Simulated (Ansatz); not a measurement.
A nudged elastic band was laid between two geometries of ClF4H2OTa (9 atoms, charge 0, multiplicity 1).

Computed with RKS BHLYP/def2-SVP in Ansatz 0.2.0.

```json
{"movable images": "1", "climbing image": "no", "spring": "5.0 eV/Å²", "optimiser": "quadratic models (default)", "start path": "through a guess of the saddle point", "force threshold": "0.05 eV/Å", "iteration limit": "60", "end points": "relaxed"}
```

Initial state:

```xyz
9
Properties=species:S:1:pos:R:3
Ta 0.028 -0.030 -0.125
O 1.917 -0.391 -0.212
H 2.493 -0.589 0.526
F 0.355 0.484 1.662
Cl -0.170 -0.388 -2.426
F -1.311 1.273 -0.167
F -0.778 -1.607 0.384
F 1.163 1.930 -0.711
H 2.012 1.561 -0.802
```

Final state:

```xyz
9
Properties=species:S:1:pos:R:3
Ta -0.133 0.443 -0.140
O 2.018 -0.190 -0.221
H 2.587 -0.079 0.543
F 0.486 0.556 1.632
Cl 0.086 0.008 -2.435
F -1.887 0.997 0.005
F -0.521 -1.367 0.175
F 0.542 2.181 -0.407
H 2.530 -0.305 -1.023
```

(1) What changes between the two ends?

(2) Give the energies along the band, and the barrier.

The band took 16 iterations and about 4 core-minutes.

Answers

(1) Bonds broken: F8–H9. Bonds formed: O2–H9.

(2) It converged. The highest image is number 0 of 0 to 2, 0.000 eV above the first end and 1.086 eV above the last; the last end lies 1.086 eV below the first. The highest image is an end point: on this band no image between the ends rises above it. So few images can step over the top or miss a turn of the path. The orbitals stay closed-shell, which can raise the energy where a bond breaks towards radicals; this wasn't checked here.

```json
{"image": "0", "path coordinate (Å)": "0.00", "energy (eV)": "0.000", "F8–H9 (Å)": "0.93", "O2–H9 (Å)": "2.04"}
{"image": "1", "path coordinate (Å)": "1.38", "energy (eV)": "-0.978", "F8–H9 (Å)": "2.06", "O2–H9 (Å)": "0.97"}
{"image": "2", "path coordinate (Å)": "2.75", "energy (eV)": "-1.086", "F8–H9 (Å)": "3.24", "O2–H9 (Å)": "0.96"}
```

Run time: 58 s on 4 threads of Arm Neoverse V1, on a shared host, peak memory 0.37 GiB.
